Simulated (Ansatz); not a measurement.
Isolated molecules relaxed with PBE0-D4/def2-TZVP in Ansatz; ΔE leaves out vibrations. CCSD(T)/CBS adds triple-zeta CCSD(T) − MP2 to the extrapolated MP2 energy (def2 sets, frozen cores). Double bonds are as drawn, so ΔE can hold a change between cis and trans. DFT in def2-TZVPP. B3LYP here is the variant with VWN-RPA as its local correlation; programs differ in this. Each species was taken in one conformer, which may not be the lowest.

`BC[SiH2][NH][AlH2]` + `C/C=C\F` → `BC[SiH2]F` + `C/C=C\[NH][AlH2]`  (formal exchange of groups at the Si–N bond)

(1) Is it downhill or uphill in electronic energy at CCSD(T)/CBS, and by how much? (An estimate is asked.)

(2) What do these levels give: PBE0-D4, ωB97M-V, B2PLYP, PBE, PBE0, B3LYP, HF/def2-TZVPP, MP2/def2-TZVPP, SCS-MP2/def2-TZVPP, CCSD/def2-TZVPP, HF/CBS(def2), MP2/CBS(def2)? (Best estimate.)

Largest T1 diagnostic among the species: 0.012.

Results:

(1) The calculation gave: Downhill: ΔE = -25.6 kcal/mol.

(2) The calculation gave: PBE0-D4 -24.6, ωB97M-V -24.1, B2PLYP -25.9, PBE -24.5, PBE0 -24.8, B3LYP -25.4, HF/def2-TZVPP -25.1, MP2/def2-TZVPP -27.0, SCS-MP2/def2-TZVPP -26.2, CCSD/def2-TZVPP -25.0, HF/CBS(def2) -25.4, MP2/CBS(def2) -27.7 kcal/mol.
